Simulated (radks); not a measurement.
Effect of the nuclear size on neutral cobalt, [Ar] 3d7 4s2. All-electron calculation, Dirac Kohn-Sham, exchange-only LDA, spin-unpolarised, spherical densities, finite nucleus; open shells are shared between the two j in proportion to 2j + 1; Fermi nuclear charge, rms radius 3.7875 fm. Program: a radial shooting solver on a logarithmic mesh with Libxc functionals. The rms radius is varied about that value; shifts are against it.

| rms radius (fm) | total energy shift (eV) | density at nucleus (e/bohr^3) | 1s1/2 shift (meV) | 2s1/2 shift (meV) | 2p1/2 shift (meV) | 3s1/2 shift (meV) |
|---|---|---|---|---|---|---|
| 3.0906 | -0.0449 | 1.73e+04 | -19.1 | -1.74 | 0.176 | -0.247 |
| 3.5072 | -0.0191 | 1.72e+04 | -8.11 | -0.740 | 0.075 | -0.105 |
| 3.7875 | 0 | 1.714e+04 | 0.000 | 0.000 | 0.000 | 0.000 |
| 4.011 | 0.0162 | 1.709e+04 | 6.90 | 0.629 | -0.064 | 0.089 |
| 4.3973 | 0.0464 | 1.702e+04 | 19.7 | 1.80 | -0.182 | 0.256 |

Slopes of the eigenvalues against <r^2> in GHz/fm^2, as finite differences over the two radii next to the reference (eigenvalue slopes, not the field-shift constants of lines): 1s1/2 958, 2s1/2 87.4, 2p1/2 -8.85, 3s1/2 12.4.
